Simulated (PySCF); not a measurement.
H2BBr2N, SMILES NB(Br)Br, singlet at its CAM-B3LYP/def2-SVP optimised geometry (Å):

```
6

B     -0.1120    -0.2128     0.0000
Br     1.8148    -0.2128     0.0000
Br    -1.0755    -1.8816     0.0001
N     -0.8029     0.9843     0.0000
H     -1.8148     1.0270    -0.0003
H     -0.3332     1.8816     0.0003
```

Computed with CAM-B3LYP/def2-TZVP run with PySCF. Cells within 0.4 Å of a nucleus heavier than hydrogen are left out (blank, or x).

Map of the electrostatic potential (hartree/e), clipped to [-0.08, 0.12] on the plane z = 0.0 Å:

```
|222222333333333322222111111|
|222233333344443332222111111|
|222333334444544433222111111|
|223333344556665433221111111|
|233334445579997543221111111|
|333344555799999643211111111|
|333455667999999843211111111|
|334567999999999843211000111|
|334579999999999743211100111|
|3346999999xx999754443211111|
|3346999999xx999989999742111|
|3345799999x9999999999995211|
|233458999999999999999998421|
|223345679999xx9999xx9999521|
|222233458999xx9999xxx999521|
|111122369999999999999999421|
|111112599999999999999996311|
|111113999999999999999963111|
|110014999xx9999545665321111|
|110015999xx9997321111000000|
|111125999xx9995200000000000|
|111124999999993000000000000|
|111123899999941000000000000|
|111112489999410000000000000|
|111112245543100000000000000|
|111111222221000000000000000|
|111111111110000000000000000|
```
Scale: ten equal steps from -0.022 (start of '0') to 0.120 (end of '9'), in the order '0123456789'; x runs from -4.00 to 4.00, y from -4.00 (bottom) to 4.00 (top).
